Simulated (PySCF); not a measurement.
## Broadened absorption spectrum of CH7FGeSi

Compound: CH₇FGeSi.
Z-matrix (Å and degrees, PBE0-D3(BJ)/def2-SVP geometry), rows numbered from 1:
```
C 
Si  1  1.8654
F   2  1.6356  1  108.62
Ge  2  2.3790  1  112.05  3  -118.79
H   1  1.1012  2  110.62  3   -57.46
H   1  1.1005  2  111.26  3    62.99
H   1  1.1017  2  110.09  3  -176.99
H   2  1.4941  1  110.67  3   117.17
H   4  1.5409  2  110.52  1    58.25
H   4  1.5392  2  111.75  1   179.03
H   4  1.5425  2  109.98  1   -60.83
```

Method: TDDFT PBE0/def2-SVPD, vertical, gas phase, core orbitals frozen in the response in PySCF. The PBE0/def2-SVPD calculation is non-relativistic and has no spin–orbit coupling, an omission that weighs most on germanium.

Computed states:

```json
{"state": "S1", "E (eV)": "6.63", "f": "0.022"}
{"state": "S2", "E (eV)": "7.16", "f": "0.041"}
{"state": "S3", "E (eV)": "7.35", "f": "0.106"}
{"state": "S4", "E (eV)": "7.68", "f": "0.016"}
{"state": "S5", "E (eV)": "7.89", "f": "0.221"}
{"state": "S6", "E (eV)": "8.16", "f": "0.013"}
{"state": "S7", "E (eV)": "8.31", "f": "0.097"}
{"state": "S8", "E (eV)": "8.33", "f": "0.027"}
{"state": "S9", "E (eV)": "8.44", "f": "0.012"}
{"state": "S10", "E (eV)": "8.47", "f": "0.044"}
```

Each state is given a Gaussian of 0.25 eV full width at half maximum, with ε(max) = 2.175×10⁸ f / Δν̃ (Δν̃ the width in cm⁻¹). The width is an assumption, not a result. The curve ends short of the highest state used, and states not computed would add to its high-energy end.

Question: Give the broadened spectrum and its maxima.

Answer: 
```csv
λ (nm),ε (L mol⁻¹ cm⁻¹)
157.5,23807
158.2,21577
158.9,17811
159.7,12947
160.4,9158
161.2,5916
161.9,4065
162.6,2989
163.4,2547
164.1,2800
164.9,3830
165.6,5333
166.3,7230
167.1,9494
167.8,11155
168.6,12284
169.3,12459
170.0,11953
170.8,10820
171.5,9614
172.3,8222
173.0,7070
173.7,5980
174.5,4786
175.2,3790
175.9,2868
176.7,1960
177.4,1327
178.2,805
178.9,512
179.6,354
180.4,311
181.1,379
181.9,565
182.6,810
183.3,1118
184.1,1510
184.8,1846
185.6,2163
186.3,2337
187.0,2389
187.8,2290
188.5,2085
189.3,1758
190.0,1433
190.7,1112
191.5,785
192.2,550
193.0,346
193.7,220
194.4,133
195.2,72
195.9,40
196.6,21
197.4,10
198.1,5
```

Maxima: 187 nm (6.63 eV), ε about 2400, made up of S1 (100%); 169 nm (7.33 eV), ε about 12000, made up of S3 (91%) (ε in L mol⁻¹ cm⁻¹; maxima over ε = 5, shares over 10%). At its high-energy end, 7.87 eV, the curve is still rising (ε about 24000, from S5).

Question: On this curve, what absorbance would a 10⁻³ mol/L sample give at 193 nm over a 1 cm path?

Answer: 193 nm is 6.424 eV, where ε is about 350 L mol⁻¹ cm⁻¹, so A = ε c l ≈ 0.35 (Beer–Lambert, with the gas-phase spectrum and the assumed width).

Question: Coming from long wavelengths, where does ε first pass 100 L mol⁻¹ cm⁻¹?

Answer: At about 195 nm (6.37 eV), 0.27 eV below S1.

Question: Does any computed singlet lie in the visible range?

Answer: No computed singlet lies in the visible range (380 to 750 nm); the lowest, at 187 nm, stands 3.37 eV above its violet end (3.26 eV).

All these states lie below the vertical ionisation energy of 10.09 eV (ΔSCF).
